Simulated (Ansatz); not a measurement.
`[F][Ge]([F])([F])[SH]` + `CC(C)Cc1ccccc1` → `[F][Ge]([F])([F])[c]1ccccc1` + `CC(C)CS`  (formal exchange of groups at a Ge–S bond)

Computed with Ansatz on PBE0-D4/def2-TZVP structures; ΔE is electronic, products minus reactants. CBS: MP2 limit from def2 TZ/QZ plus the TZ coupled-cluster correction, frozen cores. DFT in def2-TZVPP. For Ge outer-core shells are correlated without core-valence functions, which leaves a few kJ/mol of doubt a bond. Scalar relativity is left out up to krypton. Each species was taken in one conformer, which may not be the lowest.

```tsv
level	ΔE (kcal/mol)
ωB97X-V	14.1
r2SCAN	14.7
MP2/def2-TZVPP	14.5
SCS-MP2/def2-TZVPP	13.8
CCSD/def2-TZVPP	13.6
HF/def2-QZVPP	13.9
MP2/def2-QZVPP	14.4
SCS-MP2/def2-QZVPP	13.7
```

(1) What does CCSD(T)/CBS give? (Estimate.)

Largest T1 diagnostic among the species: 0.012.

Results:

(1) The calculation gave: +13.4 kcal/mol. The listed levels differ from it by 0.7, 1.3, 1.1, 0.4, 0.2, 0.5, 1.0, 0.3 kcal/mol.
